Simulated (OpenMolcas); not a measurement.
N2+: from RASSCF to RASPT2

| Item | Value |
| --- | --- |
| Program | OpenMolcas 26.06 |
| Basis | ANO-RCC-VQZP [5s4p3d2f1g] |
| Scalar Hamiltonian | DKH2, point nucleus |
| Active space | 3 electrons in 9 orbitals (RAS2 2s 2p; RAS3 3d, at most 2 electrons) |
| State averaging | 2S+1 = 4 odd, 1 root; 2S+1 = 2 odd, 11 roots; 2S+1 = 4 even, 3 roots; 2S+1 = 2 even, 9 roots |
| Spin-orbit coupling | RASSI with atomic mean-field integrals over the reference wave functions, term energies averaged over their components |

Methods on the same reference wave functions:
A. RASSCF
B. SS-RASPT2, IPEA 0.25 Eh, imaginary shift 0.1 Eh (closed shells correlated: 1s)
C. MS-RASPT2, IPEA 0.25 Eh, imaginary shift 0.1 Eh (closed shells correlated: 1s)

Energies in eV above 2s² 2p ²P°_1/2, the measured ground level; measured values from Moore, Selected Tables of Atomic Spectra, NSRDS-NBS 3, section 5.

```json
{"Level": "2s² 2p ²P°_1/2", "A": "0.0000", "B": "0.0000", "C": "0.0000", "Measured": "0.0000"}
{"Level": "2s² 2p ²P°_3/2", "A": "0.0196", "B": "0.0196", "C": "0.0196", "Measured": "0.0216"}
{"Level": "2s 2p² ⁴P_1/2", "A": "6.8416", "B": "7.019", "C": "7.021", "Measured": ""}
{"Level": "2s 2p² ⁴P_3/2", "A": "6.8487", "B": "7.026", "C": "7.028", "Measured": "7.0977"}
{"Level": "2s 2p² ⁴P_5/2", "A": "6.8604", "B": "7.038", "C": "7.040", "Measured": "7.1078"}
{"Level": "2s 2p² ²D_3/2", "A": "12.7843", "B": "12.524", "C": "12.526", "Measured": "12.5262"}
{"Level": "2s 2p² ²D_5/2", "A": "12.7844", "B": "12.524", "C": "12.526", "Measured": "12.5254"}
{"Level": "2s 2p² ²S_1/2", "A": "17.0022", "B": "16.256", "C": "16.258", "Measured": "16.2425"}
{"Level": "2s 2p² ²P_1/2", "A": "18.5283", "B": "18.140", "C": "18.142", "Measured": "18.0863"}
{"Level": "2s 2p² ²P_3/2", "A": "18.5421", "B": "18.154", "C": "18.155", "Measured": "18.0999"}
{"Level": "2p³ ⁴S°_3/2", "A": "23.1483", "B": "23.095", "C": "23.097", "Measured": "23.1599"}
{"Level": "2p³ ²D°_3/2", "A": "25.4713", "B": "25.171", "C": "25.172", "Measured": "25.1798"}
{"Level": "2p³ ²D°_5/2", "A": "25.4715", "B": "25.171", "C": "25.173", "Measured": "25.1780"}
{"Level": "2p³ ²P°_1/2", "A": "29.3829", "B": "28.668", "C": "28.671", "Measured": "28.5665"}
{"Level": "2p³ ²P°_3/2", "A": "29.3837", "B": "28.668", "C": "28.672", "Measured": "28.5670"}
```

Deviations, from unrounded energies. A percentage is the sum of absolute deviations over the sum of measured energies, with the sign that they share, or ± where signs differ.

```csv
Against measurement,Levels,A,B,C
mean absolute deviation (cm-1),13,3000,340,340
fine structure of the ground term (%),1,-9.5,-9.5,-9.3
other configurations (%),12,±2.2,±0.2,±0.2
```

B, C lie about equally close to measurement and A furthest from it. The largest miss of B in the table is 2p³ ²P°_3/2, by +820 cm-1. The ranking rests on the paired levels alone, and a cruder setting can come out closer through cancelling errors.

Between B and C the level of the table that moves most is 2p³ ²P°_1/2, by 27 cm-1 (lowest in B, highest in C).

The two smallest mean deviations differ by little beside CASPT2's spread within terms, so their order carries little weight.

The lowest spin-free term lies below A's lowest term by 0.029 hartree in B, 0.029 hartree in C.

Active for correlation alone: 3d; no level in the range computed is led by a configuration that fills it, so any true level of that kind is missing. Measured partners are found by configuration, term and J. A level has none where our copy of the source lacks it or the pairing is in doubt (some pairs that miss far off the trend of their configuration count as doubtful), and it then counts in no deviation. Only configurations of the active space appear.

° marks odd parity.
